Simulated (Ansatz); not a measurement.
The cluster Be₂I₂⁺, relaxed as a doublet with UKS r2SCAN-D4/def2-TZVP in Ansatz, starting from the GFN2-xTB geometry. Force threshold 0.02 eV/Å.

In the def2 sets I takes a core potential; there is no spin–orbit coupling. The structure comes from a short search, and lower isomers may exist.

Start:

Cartesian coordinates in Å:
```
Be 0.742 -0.910 0.089
Be -2.135 2.612 -0.261
I 2.094 -2.565 0.403
I -0.701 0.863 -0.231
```

```json
{"step": "1", "energy (eV)": "-17003.8901", "largest force component (eV/Å)": "0.543", "SCF passes": "20"}
{"step": "2", "energy (eV)": "-17003.9542", "largest force component (eV/Å)": "0.309", "SCF passes": "26"}
{"step": "3", "energy (eV)": "-17004.0327", "largest force component (eV/Å)": "0.424", "SCF passes": "28"}
{"step": "4", "energy (eV)": "-17004.1338", "largest force component (eV/Å)": "0.429", "SCF passes": "26"}
{"step": "5", "energy (eV)": "-17004.2374", "largest force component (eV/Å)": "0.197", "SCF passes": "28"}
{"step": "6", "energy (eV)": "-17004.3093", "largest force component (eV/Å)": "0.202", "SCF passes": "25"}
{"step": "7", "energy (eV)": "-17004.3603", "largest force component (eV/Å)": "0.176", "SCF passes": "21"}
{"step": "8", "energy (eV)": "-17004.3927", "largest force component (eV/Å)": "0.157", "SCF passes": "24"}
{"step": "9", "energy (eV)": "-17004.3978", "largest force component (eV/Å)": "0.219", "SCF passes": "21"}
{"step": "10", "energy (eV)": "-17004.4127", "largest force component (eV/Å)": "0.099", "SCF passes": "24"}
{"step": "11", "energy (eV)": "-17004.4152", "largest force component (eV/Å)": "0.085", "SCF passes": "21"}
{"step": "12", "energy (eV)": "-17004.4157", "largest force component (eV/Å)": "0.027", "SCF passes": "24"}
{"step": "13", "energy (eV)": "-17004.4159", "largest force component (eV/Å)": "0.005", "SCF passes": "24"}
```

Force components are those of the run's own axes.

End:

```xyz
4

Be    0.565   -0.679   -0.241
Be   -1.520    1.828    0.639
I     1.629   -2.022    0.990
I    -0.674    0.873   -1.388
```

By distances, no bond broke or formed. The bond that changes most is Be2–I4, from 2.26 to 2.39 Å (atoms count from 1). The end is the same structure that another start reached, the lowest one found.

No frequencies were taken in this run, so the end may be a saddle point.

Run time 55 s (4 threads of Arm Neoverse N1 on a shared host).
